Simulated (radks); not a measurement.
Results of a calculation; reference values are marked as such.
The nuclear charge of neutral tantalum is varied continuously with 73 electrons held in [Xe] 4f14 5d3 6s2. Level of theory: non-relativistic Kohn-Sham, BLYP, spin-polarised, spherical densities, point nucleus; open shells are filled with parallel spins first (spin-orbit coupling, left out, can overturn this in heavy ions); relativity is left out, which matters for an element this heavy (a radial shooting solver on a logarithmic mesh with Libxc functionals). By the Hellmann-Feynman theorem dE/dZ = E(electron-nucleus)/Z, the electronic potential at the nucleus.

Z,E (hartree),E(electron-nucleus)/Z (hartree),HOMO,e(HOMO) (eV),<r> HOMO (bohr)
72.75,-14683.8666,-480.734,6s,-2.561,3.969
73,-14804.3258,-482.939,6s,-4.065,3.761
73.25,-14925.3354,-485.137,6s,-5.705,3.587
73.5,-15046.8941,-487.332,6s,-7.465,3.438
73.75,-15169.0009,-489.522,6s,-9.337,3.308
74,-15291.6547,-491.708,6s,-11.312,3.193

The central difference of E at Z = 73 is -482.938 hartree, to compare with the third column; the second derivative is -8.81 hartree.
